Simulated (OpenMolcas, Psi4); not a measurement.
How methods differ on GaBH3ClO (SMILES O[B](Cl)[GaH2])

GaBH3ClO: 7 atoms, total charge 0, spin state singlet. SMILES: `O[B](Cl)[GaH2]`. The shape is that of a PBE0-D4/def2-TZVP optimisation. This is one conformer, not always the lowest.

```
atom    x (Å)    y (Å)    z (Å)
   O  -0.8455  -1.2291   0.9271
   B  -0.0319  -0.6649   0.0179
  Cl   0.8990  -1.7362  -1.0705
  Ga   0.2024   1.4062  -0.1908
   H  -0.8509  -2.1943   0.9059
   H  -0.6913   2.2325  -1.1861
   H   1.3180   2.1859   0.5965
```

Quantity: the energy change with the B2–Cl3 bond stretched from 1.789 to 2.325 Å, in eV. The values are calculated.

| level | kind | program | value (eV) | CPU time (all runs) |
| --- | --- | --- | --- | --- |
| HF/6-31G* (spherical functions) (unrestricted) | Hartree–Fock | OpenMolcas | 1.19 | 16 s |
| SVWN5/6-31G* (spherical functions) (restricted) | LDA | OpenMolcas | 1.28 | 34 s |
| PBE/6-31G* (spherical functions) (restricted) | GGA | OpenMolcas | 1.08 | 45 s |
| TPSS/6-31G* (spherical functions) (restricted) | meta-GGA | OpenMolcas | 1.05 | 56 s |
| r2SCAN/6-31G* (spherical functions) (restricted) | meta-GGA | OpenMolcas | 1.14 | 53 s |
| BHLYP/6-31G* (spherical functions) (restricted) | global hybrid | OpenMolcas | 1.24 | 42 s |
| B2PLYP/6-31G* (spherical functions) (restricted) | double hybrid | OpenMolcas | 1.18 | 33 s |
| MP2/6-31G* (spherical functions) (restricted) | perturbation theory | OpenMolcas | 1.32 | 11 s |
| CCSD/6-31G* (spherical functions) (restricted) | coupled cluster or CI | Psi4 | 1.28 | 56 s |

All-electron rows without a relativistic Hamiltonian named are non-relativistic. The first shape isn't each level's own minimum. The values span 1.05 to 1.32 eV. In the correlated wave-function rows the outer d shell of Ga is correlated, in sets not made for it. In so small a basis fixed costs decide the times, and correlated methods can beat functionals. Times are those of the runs behind each value, whatever else they computed, on shared processors of several kinds: orders of magnitude only.
